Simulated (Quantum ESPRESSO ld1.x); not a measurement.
Question: These are the eigenvalues of the occupied orbitals of an atom or ion with whole-number occupations (hartree). All-electron calculation, scalar-relativistic Kohn-Sham, LDA (Slater exchange, Perdew-Zunger correlation), spin-polarised, spherical densities, point nucleus. Program: ld1.x of Quantum ESPRESSO 7.5.

orbital  eigenvalue
1s up      -101.815
1s down    -101.791
2s up      -10.2742
2s down    -10.2477
2p up      -8.07212
2p down    -8.03929
3s up      -1.69606
3s down    -1.56743
3p up      -1.21170

Which element is it, and in what charge state? The configuration may be excited. Open shells, if any, are filled with parallel spins first.

Answer: Z = 17, chlorine, charge +2: Cl2+ in [Ne] 3s2 3p3. The list shows which subshells hold electrons but not how many an open one holds; the 1s level, -101.82 hartree, gives Z - s = 14.3 by -(Z - s)^2/2, which with screening and relativity narrows Z to a few neighbours, and the depths of the outer levels then fix element, charge and occupations together.
